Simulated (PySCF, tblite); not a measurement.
Isomers of C10H9P, one GFN2-xTB conformer each. Single-point energies are computed at PBE0/pcSseg-1 (PySCF, gas phase, no added dispersion term), electronic only.

Question: Rank them by PBE0/pcSseg-1 energy, lowest first (kcal/mol).
A. `Cc1cpc2ccccc2c1`
B. `[CH:1]#[C:2][P:3]1[CH2:4][c:5]2[cH:6][cH:7][cH:8][cH:9][c:10]2[CH2:11]1` with C2–P3–C4–C5 -72°, P3–C4–C5–C6 161°, C9–C10–C11–P3 -161°, C2–P3–C11–C10 72°

Answer: A (0.0), B (41.0).

As drawn, the higher has a C≡C bond, which the lower lacks. GFN2-xTB itself gives, in the same order: 0.0, 33.7. Both levels put the same isomer lowest.

Question: Which frontier levels, dipoles and rotational constants go with these structures?

Answer: 
```csv
SMILES,"HOMO (eV, PBE0/pcSseg-1)",LUMO (eV),dipole (D),"A, B, C (MHz)"
Cc1cpc2ccccc2c1,-6.28,-1.84,1.75,"1918, 794.1, 563.5"
C#CP1Cc2ccccc2C1,-6.84,-0.34,1.14,"1825, 724.7, 716.6"
```

Question: What happens when harmonic zero-point energies from GFN2-xTB frequencies are added?

Answer: 
| SMILES | ZPE (kcal/mol) | electronic (kcal/mol) | with ZPE (kcal/mol) |
| --- | --- | --- | --- |
| Cc1cpc2ccccc2c1 | 96.9 | 0.0 | 0.0 |
| C#CP1Cc2ccccc2C1 | 95.0 | 41.0 | 39.2 |

The zero-point energies span 1.9 kcal/mol. The order is unchanged.
